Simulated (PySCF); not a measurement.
# Electron correlation in Kr(2+) (krypton, charge +2)

[Ar] 3d10 4s2 4p4, high-spin 3P determinant. Calculation: PySCF 2.14, in cc-pVDZ-PP with ECP10MDF; scalar relativity through the core potential. Frozen: 3s2 3p6 3d10; 6 electrons correlated.

MP2 pair energies summed by pair of shells (mhartree):

| pair | energy | share (%) |
| --- | --- | --- |
| 4p-4p | -36.11 | 49.5 |
| 4s-4p | -31.63 | 43.4 |
| 4s-4s | -5.14 | 7.1 |

Total MP2 correlation energy: -72.88 mhartree.

Same-spin part -18.03 and opposite-spin part -54.84 mhartree; SCS-MP2 scales them by 1/3 and 6/5 to -71.82 mhartree.

```
  level  correlation energy (mhartree)
   CCSD                         -88.02
    (T)                          -0.74
CCSD(T)                         -88.76
```

Diagnostics: T1 = 0.0054, D1 = 0.0178, largest double amplitude 0.052.

Cost of the coupled-cluster step: 0.08 s of wall time on 1 thread of Neoverse-V2 (shared host), for 6 correlated electrons.

Iterations:

```
CC2 = 0
CCSD nocc = (np.int64(4), np.int64(2)), nmo = (14, 14)
frozen orbitals [[0, 1, 2, 3, 4, 5, 6, 7, 8], [0, 1, 2, 3, 4, 5, 6, 7, 8]]
max_cycle = 100
direct = 0
conv_tol = 1e-08
conv_tol_normt = 1e-06
diis_space = 8
diis_start_cycle = 0
Init t2, MP2 energy = -0.07287619649463
Init E_corr(UCCSD) = -0.0728761965135275
cycle = 1  E_corr(UCCSD) = -0.0847100269527188  dE = -0.0118338304  norm(t1,t2) = 0.0315362
cycle = 2  E_corr(UCCSD) = -0.0870776467886977  dE = -0.00236761984  norm(t1,t2) = 0.00937463
cycle = 3  E_corr(UCCSD) = -0.0880279235334122  dE = -0.000950276745  norm(t1,t2) = 0.00332394
cycle = 4  E_corr(UCCSD) = -0.0880124754466036  dE = 1.54480868e-05  norm(t1,t2) = 0.000298324
cycle = 5  E_corr(UCCSD) = -0.0880154219241736  dE = -2.94647757e-06  norm(t1,t2) = 5.6056e-05
cycle = 6  E_corr(UCCSD) = -0.0880150805065403  dE = 3.41417633e-07  norm(t1,t2) = 9.81337e-06
cycle = 7  E_corr(UCCSD) = -0.0880151454994297  dE = -6.49928894e-08  norm(t1,t2) = 1.68003e-06
cycle = 8  E_corr(UCCSD) = -0.0880151208590763  dE = 2.46403534e-08  norm(t1,t2) = 2.10992e-07
cycle = 9  E_corr(UCCSD) = -0.088015124167818  dE = -3.3087417e-09  norm(t1,t2) = 3.18368e-08
UCCSD converged
E(UCCSD) = -460.9289814358613  E_corr = -0.08801512416781798
UCCSD(T) correction = -0.000741605945742039
```
